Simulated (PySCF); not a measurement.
Electron correlation in Bi⁻ (bismuth, charge -1)

Starting occupation: [Xe] 4f14 5d10 6s2 6p4, 6p1/2 with m_j = -1/2, +1/2, 6p3/2 with m_j = +1/2, +3/2. Calculation: PySCF 2.14, in x2c-SVPall-2c with one added diffuse shell each of s, p type (8s12p7d2f, 93 functions); X2C-1e with screened-nucleus spin-orbit coupling, Gaussian nucleus. Frozen: [Kr] 4d10 4f14; 24 electrons correlated; the 22 highest virtual spinors left out.

MP2 pair energies summed by pair of shells (mhartree):

| pair | energy | share (%) |
| --- | --- | --- |
| 5d3/2-5d5/2 | -81.48 | 22.0 |
| 5d5/2-5d5/2 | -59.45 | 16.0 |
| 5d5/2-6s1/2 | -30.70 | 8.3 |
| 5d3/2-5d3/2 | -25.76 | 7.0 |
| 5d3/2-6s1/2 | -20.19 | 5.5 |
| 5d5/2-6p1/2 | -14.53 | 3.9 |
| 6p1/2-6p3/2 | -14.30 | 3.9 |
| 6p3/2-6s1/2 | -12.41 | 3.4 |
| 5d5/2-6p3/2 | -12.11 | 3.3 |
| 5d5/2-5p3/2 | -10.96 | 3.0 |
| 6p1/2-6s1/2 | -10.79 | 2.9 |
| 5d3/2-6p1/2 | -9.50 | 2.6 |
| 5d3/2-6p3/2 | -7.25 | 2.0 |
| 5d3/2-5p3/2 | -7.05 | 1.9 |
| 5p3/2-5p3/2 | -6.93 | 1.9 |
| 6s1/2-6s1/2 | -6.47 | 1.7 |
| 5p1/2-5p3/2 | -6.05 | 1.6 |
| 6p1/2-6p1/2 | -5.87 | 1.6 |
| 5d5/2-5p1/2 | -4.27 | 1.2 |
| 6p3/2-6p3/2 | -4.15 | 1.1 |
| 5d5/2-5s1/2 | -2.94 | 0.8 |
| 5d3/2-5p1/2 | -2.83 | 0.8 |
| 5p3/2-6s1/2 | -2.64 | 0.7 |
| 5p3/2-6p1/2 | -2.08 | 0.6 |
| 5d3/2-5s1/2 | -1.84 | 0.5 |
| 5p3/2-5s1/2 | -1.73 | 0.5 |
| 5p1/2-5p1/2 | -1.27 | 0.3 |
| 5p3/2-6p3/2 | -1.04 | 0.3 |
| 5s1/2-5s1/2 | -0.79 | 0.2 |
| 5p1/2-6s1/2 | -0.78 | 0.2 |

Total MP2 correlation energy: -370.38 mhartree.

This basis was not built for core-valence correlation, so the inner-shell part is incomplete.
